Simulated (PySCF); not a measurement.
SMILES [CH3][Ge]([N]([SiH3])C)([CH3])[CH3] (C₄H₁₅GeNSi) (GFN2-xTB optimised geometry):

```
22

Si     0.369     0.146     0.000
N     -0.139    -0.777    -1.362
C     -1.524    -1.208    -1.383
Ge     0.660    -0.664    -3.048
C     -0.275     0.738    -4.115
C      2.581    -0.225    -2.840
C      0.452    -2.447    -3.912
H      1.829     0.146     0.000
H     -0.124     1.537     0.000
H     -0.173    -0.544     1.175
H     -2.205    -0.408    -1.696
H     -1.645    -2.044    -2.073
H     -1.829    -1.537    -0.389
H     -0.212     1.702    -3.619
H      0.183     0.827    -5.096
H     -1.324     0.489    -4.250
H      3.070    -0.930    -2.176
H      2.720     0.775    -2.443
H      3.069    -0.277    -3.810
H     -0.554    -2.602    -4.290
H      1.140    -2.526    -4.749
H      0.682    -3.242    -3.208
```

Level of theory: PBE0/def2-SVP (PySCF).

Q: What are the frontier orbital energies and the dipole moment?

A: HOMO-2 -8.41 eV, HOMO-1 -8.29 eV, HOMO -6.32 eV, LUMO 1.01 eV, LUMO+1 1.73 eV; dipole moment 1.25 D.

On the same geometry PBE/def2-SVP (PySCF) gives HOMO-2 -7.09 eV, HOMO-1 -7.00 eV, HOMO -4.97 eV, LUMO 0.16 eV, LUMO+1 0.87 eV; dipole moment 1.29 D.

Meta-Löwdin charges at PBE0/def2-SVP: Si1 0.60, N2 -0.62, C3 -0.19, Ge4 0.84, C5 -0.53, C6 -0.52, C7 -0.52, H8 -0.11, H9 -0.14, H10 -0.11, H11 0.08, H12 0.10, H13 0.10, H14 0.11, H15 0.11, H16 0.11, H17 0.12, H18 0.11, H19 0.11, H20 0.11, H21 0.11, H22 0.12.
